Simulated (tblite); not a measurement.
Compound: C5H8SSi.
Structure used (GFN2-xTB), in Å, numbered top down from 1:
```
atom  x, y, z in Å
C1     3.1789    0.3285   -0.9205
C2     2.5426   -0.1069    0.0029
Si3    1.4810   -0.6967    1.3959
S4    -0.1631    0.6820    1.5890
C5    -0.8229    0.5860   -0.0834
C6    -1.6776   -0.5792   -0.4708
C7    -2.2926    0.7731   -0.2766
H8     3.7533    0.6978   -1.7215
H9     0.9502   -2.0132    1.0504
H10    2.1599   -0.6178    2.6782
H11   -0.1391    1.0010   -0.8113
H12   -1.8734   -1.3310    0.2790
H13   -1.5804   -0.9720   -1.4723
H14   -2.6269    1.3267   -1.1410
H15   -2.8943    0.9295    0.6054
```

Calculated harmonic vibrations of the isolated species, GFN2-xTB (tblite), most abundant isotopes, no scaling. Errors from tens to a few hundred cm⁻¹ against measured bands are possible. Modes of hydrogen on silicon can be 10 to 20 % off. One conformer, not necessarily the lowest.

Harmonic wavenumbers (cm⁻¹): 29.8, 49.6, 88.9, 134.8, 208.2, 271.4, 305.6, 316.6, 470.8, 502.6, 571.6, 648.8, 660.7, 682.3, 685.3, 720.2, 739.3, 797.0, 841.1, 977.1, 985.2, 1045.3, 1066.9, 1074.7, 1086.7, 1148.9, 1217.7, 1322.0, 1429.0, 1472.8, 2202.6, 2271.5, 2346.1, 3041.7, 3080.2, 3085.9, 3093.9, 3110.9, 3352.7.

A = 2858, B = 1132, C = 959.3 MHz; mass 128.012 u (most abundant isotopes); point group C1, symmetry number 1.

Task: What is the zero-point energy?

Result: Half the sum of the wavenumbers: 23568 cm⁻¹ = 281.94 kJ/mol.

Task: Give the ideal-gas entropy at 350 K and 1 bar in the rigid-rotor, harmonic-oscillator model (classical rotation).

Result: Translation 172.70, rotation 123.46, vibration 138.80: S = 435.0 J/(mol K).

Task: And Cp and H(350 K) − H(0)?

Result: Cp = 166.03 J/(mol K), of which vibrations give 132.78 (their classical limit is 39 R = 324.3); H(350 K) − H(0) = 35.68 kJ/mol without the zero-point energy, 24.04 from vibrations.

Task: What must be added to the electronic energy to get the Gibbs energy at 350 K and 1 bar?

Result: ZPE + [H(350 K) − H(0)] − T·S = 281.94 + 35.68 − 152.23 = 165.39 kJ/mol.

Task: How do the functions run with temperature in this model?

Result: 
```json
{"T (K)": "50", "S (J/(mol K))": "250.8", "Cp (J/(mol K))": "56.9", "H − H(0) (kJ/mol)": "2.24", "G − H(0) (kJ/mol)": "-10.30", "ln q(vib)": "0.93"}
{"T (K)": "100", "S (J/(mol K))": "295.8", "Cp (J/(mol K))": "74.7", "H − H(0) (kJ/mol)": "5.54", "G − H(0) (kJ/mol)": "-24.04", "ln q(vib)": "2.31"}
{"T (K)": "298.15", "S (J/(mol K))": "409.8", "Cp (J/(mol K))": "148.3", "H − H(0) (kJ/mol)": "27.52", "G − H(0) (kJ/mol)": "-94.65", "ln q(vib)": "7.20"}
{"T (K)": "373.15", "S (J/(mol K))": "445.8", "Cp (J/(mol K))": "173.3", "H − H(0) (kJ/mol)": "39.61", "G − H(0) (kJ/mol)": "-126.75", "ln q(vib)": "8.98"}
{"T (K)": "500", "S (J/(mol K))": "501.5", "Cp (J/(mol K))": "206.9", "H − H(0) (kJ/mol)": "63.84", "G − H(0) (kJ/mol)": "-186.90", "ln q(vib)": "11.91"}
{"T (K)": "750", "S (J/(mol K))": "594.4", "Cp (J/(mol K))": "250.7", "H − H(0) (kJ/mol)": "121.48", "G − H(0) (kJ/mol)": "-324.29", "ln q(vib)": "17.34"}
{"T (K)": "1000", "S (J/(mol K))": "670.6", "Cp (J/(mol K))": "279.0", "H − H(0) (kJ/mol)": "187.92", "G − H(0) (kJ/mol)": "-482.70", "ln q(vib)": "22.24"}
```

q(vib) and H(0) count from the zero-point level.

Task: Which modes carry the vibrational entropy at 350 K?

Result: 29.8 cm⁻¹: 25.78; 49.6 cm⁻¹: 21.55; 88.9 cm⁻¹: 16.73; 134.8 cm⁻¹: 13.33; 208.2 cm⁻¹: 9.86; 271.4 cm⁻¹: 7.82 J/(mol K); the other 33 give 43.73 together.

Task: Blend soft modes into free rotors: weight 1/[1 + (100 cm⁻¹/ν̃)⁴] for the oscillator and the rest for a rotor with moment μB/(μ + B), μ = h/(8π²ν), B = 10⁻⁴⁴ kg m². What vibrational entropy results?

Result: 122.39 J/(mol K) in place of 138.80, which changes −T·S at 350 K by +5.74 kJ/mol.

Hindered rotation and anharmonicity are outside this model. Other conformers, if any are populated, would add a mixing term that is left out. The structure is chiral; the term R ln 2 for an equal mix with its mirror image is left out.

The run took 0.54 s of wall time on one thread of an Intel Xeon Platinum 8488C, no GPU, on a shared host. The figure is for the frequency step alone.
